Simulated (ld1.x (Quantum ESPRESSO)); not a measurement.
# Which change was made? (Zn, TM)

```
Element                 : Zn
Generator               : ld1.x (Quantum ESPRESSO) 7.5
Type                    : norm-conserving Troullier–Martins (Kleinman–Bylander form)
Functional              : PBE
Relativity              : scalar-relativistic
Frozen core             : [Ne]
Valence charge          : 20
Reference configuration : 3s2 3p6 3d10 4s1 4p1
Partial waves           : 3s (bound): rc 1.00 bohr; 3p (bound): rc 0.95 bohr; 3d (bound): rc 1.50 bohr
Local potential         : all-electron potential smoothed inside 1.35 bohr (lloc = -1)
Core correction         : none
```

Occupied shells without a wave of their own: 4p, 4s. They enter only through the test configuration that unscreens the potential.

Cutoffs, loose and tight: the cutoffs (Ry, on a coarse ladder) from which the occupation-weighted sum of valence levels, in a spherical-Bessel basis at the reference potential, stays within 10 and 1 mRy of its value at 400 Ry. They do not see the model core or the augmentation charge, which bear on the density cutoff. Test errors are all-electron minus pseudo excitation energies from the reference, over the configurations 3s2 3p6 3d10 4s2 4p0; 3s2 3p6 3d10 4s1 4p0; 3s2 3p6 3d10 4s0 4p0; 3s2 3p6 3d10 4s0 4p2; 3s2 3p6 3d9 4s2 4p0; 3s2 3p6 3d10 4s1.5 4p0; 3s2 3p6 3d9 4s0 4p0; variants that change the core or the reference have their own tests.

The base gives: outcome: generated, misses its reference levels by 0.65 eV; cutoff, loose: 180 Ry; cutoff, tight: 230 Ry; bound ghosts: none; largest test error (meV): -1199.

On the changes marked as counting shells twice: ld1.x takes every shell without a wave as core, so the model core holds the marked electrons as well and exchange and correlation see them twice. This cancels in the reference configuration, but the file is broken for other ones, and its errors say nothing about a proper core correction.

Q: After one change the result is: outcome: generated, misses its reference levels by 0.25 eV; cutoff, loose: 180 Ry; cutoff, tight: 230 Ry; bound ghosts: none; largest test error (meV): +1182. Which change was it?
A. local potential all-electron potential smoothed inside 1.60 bohr (lloc = -1)
B. reference 3s2 3p6 3d10 4s1 4p0
C. wave 3s (bound): rc 1.00 bohr becomes 3s (bound): rc 1.30 bohr
D. core correction a·sin(br)/r model core inside 0.52 bohr (4p, 4s counted twice)
E. wave 3p (bound): rc 0.95 bohr becomes 3p (bound): rc 1.32 bohr

A: A. The others give: wave 3p (bound): rc 0.95 bohr becomes 3p (bound): rc 1.32 bohr → outcome: generated, misses its reference levels by 0.65 eV; cutoff, loose: 160 Ry; cutoff, tight: 230 Ry; bound ghosts: none; largest test error (meV): +1177 | reference 3s2 3p6 3d10 4s1 4p0 → outcome: generated, misses its reference levels by 0.69 eV; cutoff, loose: 180 Ry; cutoff, tight: 230 Ry; bound ghosts: none; largest test error (meV): -1766 | wave 3s (bound): rc 1.00 bohr becomes 3s (bound): rc 1.30 bohr → outcome: generated, misses its reference levels by 0.81 eV; cutoff, loose: 160 Ry; cutoff, tight: 230 Ry; bound ghosts: none; largest test error (meV): -1507 | core correction a·sin(br)/r model core inside 0.52 bohr (4p, 4s counted twice) → outcome: generated, misses its reference levels by 0.65 eV; cutoff, loose: 180 Ry; cutoff, tight: 230 Ry; bound ghosts: none; largest test error (meV): -1920.
